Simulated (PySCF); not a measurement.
CH₇ClN₂Si, SMILES NC[Si@@H](N)Cl.

Coordinates come from a PBE-D3(BJ)/def2-SVP optimisation. The structure was generated by enumeration; whether it is a known compound was not checked. Other conformers were not sampled.

All values below come from PBE-D3(BJ)/def2-SVP in PySCF.

Frequencies are harmonic and unscaled.

```tsv
mode	ν (cm⁻¹)	IR (km/mol)	moving atoms (share of kinetic energy)
1	94	1.2	N 34 %, H 32 %, C 16 %, Si 10 %, Cl 8 %
2	116	4.7	N 37 %, Cl 21 %, Si 21 %, H 14 %
3	191	1.1	H 50 %, N 26 %, Si 9 %, C 9 %
4	222	11.2	H 38 %, N 34 %, Si 14 %, Cl 10 %
5	258	28.4	H 45 %, N 23 %, Cl 17 %, Si 9 %
6	309	30.3	H 78 %
7	339	16.1	H 59 %, N 16 %, Cl 11 %
8	474	49.1	H 54 %, N 23 %, Cl 13 %, Si 10 %
9	522	203.3	Si 40 %, H 27 %, Cl 21 %, N 9 %
10	618	20.2	H 85 %, C 11 %
11	674	46.5	C 45 %, Si 23 %, H 23 %
12	775	20.2	H 71 %, C 12 %, N 12 %
13	796	102.5	H 86 %
14	847	76.5	N 36 %, Si 33 %, H 28 %
15	864	249.0	H 67 %, N 28 %
16	897	99.0	H 72 %, Si 15 %, N 12 %
17	1047	10.3	H 89 %
18	1072	8.6	C 40 %, H 33 %, N 27 %
19	1214	2.2	H 74 %, C 23 %
20	1324	0.9	H 82 %, N 10 %, C 8 %
21	1373	5.0	H 93 %
22	1499	36.5	H 90 %, N 10 %
23	1592	16.7	H 93 %
24	2176	112.3	H 97 %
25	2962	15.3	H 94 %
26	3027	7.2	H 91 %, C 9 %
27	3393	0.6	H 96 %
28	3472	2.4	H 92 %, N 8 %
29	3474	22.8	H 96 %
30	3568	26.3	H 91 %, N 8 %
```
